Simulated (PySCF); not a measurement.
Hg²⁺: ionisation energy

Hg²⁺ [Xe] 4f14 5d10 (1S) → Hg³⁺ [Xe] 4f14 5d9 (2D), as a difference of total energies. Calculation: PySCF 2.14, in aug-cc-pVDZ-PP with ECP60MDF; a scalar-relativistic core potential. Correlated levels: valence: 5s2 5p6 frozen. The calculations carry no spin-orbit coupling.

| method | ionisation energy (eV) |
| --- | --- |
| UHF | 33.600 |
| LDA | 35.695 |
| PBE | 35.325 |
| PBE0 | 35.218 |
| r2SCAN | 35.207 |
| CAM-B3LYP | 35.218 |
| r2SCAN0 | 35.153 |
| wB97M-V | 35.075 |
| TPSSh | 35.030 |
| MP2 (valence) | 35.241 |
| SCS-MP2 (valence) | 35.082 |

Question: How much does correlation contribute at MP2 (valence)?

Answer: 35.241 − (33.600) = 1.641 eV, measured against UHF.

The reference lies between the lowest fine-structure levels, while these numbers refer to the centres of the terms.

Errors of the correlated levels include the incompleteness of this basis and the frozen core.

For comparison: 34.49 ± 0.05 eV (measured; NIST Atomic Spectra Database, ionization energies).
